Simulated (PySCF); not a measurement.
# NMR problem set

[PySCF: GFN2-xTB structure; NMR shieldings at PBE0/pcSseg-1/GIAO; one conformer; non-relativistic Hamiltonian; gas phase; equivalent nuclei averaged]

Referencing at the same level of theory: ¹H (σ = 31.72 ppm), ¹³C (σ = 186.93 ppm) against TMS. Where no couplings were computed, multiplicities follow the n + 1 count of equivalent neighbours, and m marks all less simple cases (inequivalent or close neighbours, rings, F or P nearby). Shifts are as computed. Against solution values, carbons near 30 ppm lie about +3 ppm off and those near 130 ppm about +5 ppm. Of 1211 compounds with measured shifts, 218 miss one by over three times the rms of a fit or turn the order of signals round; such compounds aren't used in these exercises.

(1) C4H10O2Si2. ¹H NMR (600 MHz, computed): δ 5.17 (s, 3H), 5.17 (s, 2H), 2.20 (m, 1H), 1.34 (m, 2H), 1.02 (m, 2H). ¹³C{¹H} NMR (computed): δ 252.5 (C), 28.0 (CH), 17.1 (CH2). What is it?

(2) C6H4N4. ¹H NMR (600 MHz, computed): δ 4.30 (s, 3H), 3.25 (s, 1H). ¹³C{¹H} NMR (computed): δ 142.3, 132.4, 116.3, 98.0, 75.6, 42.1. What is it?

Answers

(1) SMILES O=C([SiH2]O[SiH3])C1CC1. The formula gives 2 degrees of unsaturation (1 ring in the answer). 3 carbon signals for 4 carbons: some carbons are equivalent by symmetry or fast rotation. Carbon types of the structure: 1 × C, 1 × CH, 2 × CH2, leaving 5 H on heteroatoms. δC 252.5: carbonyl carbon. δC 28.0, 17.1: three-membered-ring carbon; carbons of three-membered rings are unusually shielded. δH 5.17: hydrogen on a silicon bonded to O. δH 2.20, 1.34, 1.02: hydrogen on a three-membered-ring carbon.

This is the structure that produced the data.

(2) `InChI=1S/C6H4N4/c1-3-5-6(4-7)9-10(2)8-5/h1H,2H3`. Rings plus π bonds: 7 (1 ring in the answer). 6 carbon signals for 6 carbons: no two carbons are equivalent. Carbon types of the structure: 4 × C, 1 × CH, 1 × CH3, which accounts for all hydrogens. δC 142.3, 132.4: substituted aromatic carbon next to a ring nitrogen. δC 116.3: nitrile carbon; typical of a nitrile. δC 98.0: terminal alkyne carbon; sp carbons lie upfield of alkene carbons because the cylindrical π system leaves one tensor component strongly shielded. δC 75.6: alkyne carbon; sp carbons lie upfield of alkene carbons because the cylindrical π system leaves one tensor component strongly shielded.

This is the structure that produced the data.
